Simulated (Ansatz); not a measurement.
Geometry optimisation, RKS PBE0/def2-SVP in Ansatz 0.2.0.

The input (input.yaml):

```yaml
crystal:
  periodic: [false, false, false]
  atoms:
    - { symbol: Ti, position_ang: [-0.087565, 0.116094, 0.052183] }
    - { symbol: O, position_ang: [-0.207693, 0.126554, 1.904629] }
    - { symbol: H, position_ang: [-1.026021, 0.17425, 2.419441] }
    - { symbol: F, position_ang: [1.551218, 0.324339, -0.473004] }
    - { symbol: F, position_ang: [-1.021861, 1.443113, -0.540405] }
    - { symbol: F, position_ang: [-0.830125, -1.296455, -0.629851] }
    - { symbol: "N", position_ang: [1.544815, -2.384752, 1.343673] }
    - { symbol: H, position_ang: [0.842808, -2.784642, 0.723499] }
    - { symbol: H, position_ang: [2.240667, -1.910604, 0.769968] }
    - { symbol: H, position_ang: [1.079656, -1.672397, 1.936867] }
basis:
  gaussian: { orbitals: def2-SVP }
hamiltonian:
  xc: pbe0
relax:
  f_tol: 0.03
  max_steps: 50
```

Launched with:

```bash
$ ansatz run input.yaml --threads 4 --pin off --max-ram 5120MiB --backend cpu --events-out ev --progress --plain --runs-dir out
```

Where does it end, and by what steps?

It converged. After 12 steps the energy has fallen by 0.811 eV; N7 moved furthest, 0.64 Å. Joined: Ti1–N7 (3.25 → 2.31 Å).

| step | energy less start (eV) | largest force component (eV/Å) | accepted |
| --- | --- | --- | --- |
| 0 | 0.0000 | 1.998 | yes |
| 1 | -0.1000 | 1.009 | yes |
| 2 | -0.1334 | 0.456 | yes |
| 3 | -0.1288 | 0.518 | no |
| 4 | -0.1549 | 0.289 | yes |
| 5 | -0.1768 | 0.681 | yes |
| 6 | -0.2088 | 0.452 | yes |
| 7 | -0.2496 | 1.175 | yes |
| 8 | -0.5890 | 1.209 | yes |
| 9 | -0.7918 | 0.545 | yes |
| 10 | -0.8099 | 0.080 | yes |
| 11 | -0.8111 | 0.033 | yes |
| 12 | -0.8114 | 0.021 | yes |

```xyz
10
Properties=species:S:1:pos:R:3
Ti 0.005 -0.157 0.198
O -0.349 -0.011 1.955
H -0.928 0.696 2.265
F 1.590 0.375 -0.352
F -0.963 1.208 -0.320
F -0.805 -1.447 -0.684
N 1.244 -1.929 1.007
H 0.920 -2.817 0.626
H 2.235 -1.828 0.790
H 1.137 -1.954 2.020
```

Whether the end is a true minimum wasn't checked by a vibrational analysis.

The run took 30 s on 4 threads of Arm Neoverse V2, with other jobs on the host, peak memory 0.29 GiB.
